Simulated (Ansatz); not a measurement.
C$_{2}$H$_{3}$O$_{2}$, doublet, at a GFN2-xTB geometry; RPA/6-311G** (Ansatz, a first-principles code).

Here is a job for Ansatz.
Ansatz 0.2 input:
```yaml
crystal:
  periodic: [false, false, false]
  atoms:
    - {symbol: C, position_ang: [-0.93387820, -0.06541199, 0.01318371]}
    - {symbol: O, position_ang: [-0.95258739, -1.26170140, 0.00490787]}
    - {symbol: O, position_ang: [-0.02803634, 0.83430160, 0.00637219]}
    - {symbol: C, position_ang: [1.38446796, 0.45047108, -0.01701847]}
    - {symbol: H, position_ang: [1.94352282, 1.38117052, -0.01853930]}
    - {symbol: H, position_ang: [1.61200272, -0.14253780, 0.86761719]}
    - {symbol: H, position_ang: [1.58592576, -0.12978890, -0.91630983]}
basis:
  gaussian:
    orbitals: 6-311G__.json
magnetization: {spin_polarized: true, initial_magnetization: 1}
correlation: {method: rpa}
```
The basis file holds 6-311G** in the JSON format of the Basis Set Exchange.

Task: Write the output that Ansatz gives for this input, abridged.

Result: 
```
Functional definition: HF
729 factors; integrals over basis functions are off by at most 1.1e-3 eV
mean field evaluation 1: about -6179.7009 eV, gradient 2.6e1 eV
mean field evaluation 2: about -6179.7069 eV, gradient 2.6e1 eV
mean field evaluation 4: about -6182.6482 eV, gradient 3.6e0 eV
mean field evaluation 8: about -6182.7645 eV, gradient 3.2e-1 eV
mean field evaluation 16: about -6182.7684 eV, gradient 1.2e-6 eV
mean field -6182.76837743 eV, -227.2125470397 hartree, gradient 1.2e-6 eV, S^2 0.762109; 0 other end points of the search recorded, 0 dependent functions left out
4 core orbitals not correlated
reference -6182.76837743 eV, -227.2125470397 hartree; 12, 11 occupied and 74, 75 virtual orbitals, 729 factors
Total energy: -6202.49950974 eV, -227.9376527779 hartree
```
